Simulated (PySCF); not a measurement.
Isomers of C7H8, one GFN2-xTB conformer each. Single-point energies are computed at PBE0/pcSseg-1 (PySCF, gas phase, no added dispersion term), electronic only.

| SMILES | GFN2-xTB relative energy (kJ/mol) |
| --- | --- |
| CC#CCC#CC | 0.0 |
| C=C(C)C=C1C=C1 | 75.7 |

Conformers: `[CH2:1]=[C:2]([CH3:3])[CH:4]=[C:5]1[CH:6]=[CH:7]1` with C1–C2–C4–C5 180°.

Problem. What does PBE0/pcSseg-1 give for the same structures?

Solution. 
```csv
SMILES,PBE0/pcSseg-1 E (Eh),PBE0/pcSseg-1 (kJ/mol),GFN2-xTB (kJ/mol),point group
CC#CCC#CC,-271.06154,0.0,0.0,near Cs
C=C(C)C=C1C=C1,-271.05483,17.6,75.7,Cs
```

Both levels put the same isomer lowest. As drawn, the lower has a C≡C bond, which the higher lacks; the higher has a three-membered ring and a C=C bond outside aromatic rings, which the lower lacks.

Problem. Which frontier levels, dipoles and rotational constants go with these structures?

Solution. 
```tsv
SMILES	HOMO (eV, PBE0/pcSseg-1)	LUMO (eV)	dipole (D)	A, B, C (MHz)
CC#CCC#CC	-7.07	1.20	0.40	6473, 1006, 885.6
C=C(C)C=C1C=C1	-5.51	-0.78	2.94	7021, 1678, 1366
```
